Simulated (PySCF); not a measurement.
# H₃MoN + Cl₂ → HMoN + 2 HCl

Level: PBE0 in the def2-TZVP basis family, computed in PySCF with density fitting; scalar-relativistic core potentials for atoms from Rb on, none lighter, no spin–orbit coupling; open shells unrestricted.

```
species                                                                   state and structure      E (Eh)  ZPE (kJ/mol)  H(298 K) − H(0) (kJ/mol)  S° (J/(mol K))
  H₃MoN  singlet, C3v, Mo–H 1.699 Å (×3), Mo–N 1.612 Å; H–Mo–H 118.3° (×3), H–Mo–N 97.5° (×3)  -124.63123          64.2                      11.3           252.1
    Cl₂                                                           singlet, D∞h, Cl–Cl 1.982 Å  -920.08940           3.5                       9.1           222.5
   HMoN                                triplet, Cs, Mo–H 1.717 Å, Mo–N 1.615 Å; H–Mo–N 100.4°  -123.42806          21.2                      10.4           261.3
    HCl                                                            singlet, C∞v, H–Cl 1.279 Å  -460.66440          17.9                       8.7           186.6
```

**Question.** What is the electronic reaction energy?

**Answer.** At PBE0/def2-TZVP, ΔE = -95.1 kJ/mol from the differences of the total energies times 2625.5, downhill. 

**Question.** Add zero-point, thermal and entropy terms for 298.15 K and 1 bar.

**Answer.** ΔZPE = -10.7 and Δ[H(298) − H(0)] = 7.4 kJ/mol give ΔH° = -98.4 kJ/mol. ΔS° = 159.9 J/(mol K), so ΔG° = -98.4 − 298.15 × (0.1599) = -146 kJ/mol and log₁₀K = 25.6.

Open d or f shells are single determinants, so the state found may not be the ground state. Only the bonding shown was studied: isomers, or loss of a ligand pair, can lie lower.
